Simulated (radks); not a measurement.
Spherical quantum dot in the effective-mass picture: electrons in a hard-walled sphere of radius 1.54, with a point charge +2 (a donor) at the centre, all in effective atomic units (hartree* = m*/eps^2 hartree, bohr* = eps/m* bohr), one dielectric constant everywhere. Calculated with a radial shooting solver with Libxc functionals: non-relativistic Kohn-Sham, PBEsol, spin-polarised, spherical densities. Levels are named by radial order and angular momentum (1s, 1p, 1d, 2s, ...), and open shells are averaged over m.

N = 25, configuration 1s2 1p6 1d10 2s2 1f(up 5, down 0). This is the lowest configuration that the search found. Occupied and some empty levels:

| level | occupation | eigenvalue (hartree*) | <r> (bohr*) |
|---|---|---|---|
| 1s up | 1 | 21.718 | 0.8509 |
| 1s down | 1 | 21.831 | 0.8420 |
| 1p up | 3 | 23.471 | 0.9954 |
| 1p down | 3 | 23.621 | 0.9923 |
| 1d up | 5 | 25.750 | 1.058 |
| 1d down | 5 | 25.916 | 1.057 |
| 2s up | 1 | 26.787 | 0.6857 |
| 2s down | 1 | 26.859 | 0.6916 |
| 1f up | 5 | 28.655 | 1.102 |
| 1f down | 0 | 28.830 | 1.101 |
| 2p up | 0 | 31.949 | 0.7957 |
| 2p down | 0 | 32.029 | 0.7961 |
| 1g up | 0 | 32.156 | 1.135 |
| 1g down | 0 | 32.336 | 1.135 |
| 2d up | 0 | 36.831 | 0.8716 |
| 2d down | 0 | 36.930 | 0.8711 |

Energy (hartree*): total 368.620, kinetic 173.60, external -57.981, Hartree 279.78, exchange-correlation -26.779.

Electron density:

| r (bohr*) | n(r) (e/bohr*^3) |
|---|---|
| 0.0416 | 9.749 |
| 0.157 | 6.083 |
| 0.272 | 3.795 |
| 0.387 | 2.475 |
| 0.502 | 1.873 |
| 0.617 | 1.818 |
| 0.732 | 2.142 |
| 0.848 | 2.627 |
| 0.963 | 2.983 |
| 1.08 | 2.915 |
| 1.19 | 2.282 |
| 1.31 | 1.261 |
| 1.42 | 0.3472 |
| 1.54 | 0.0004413 |
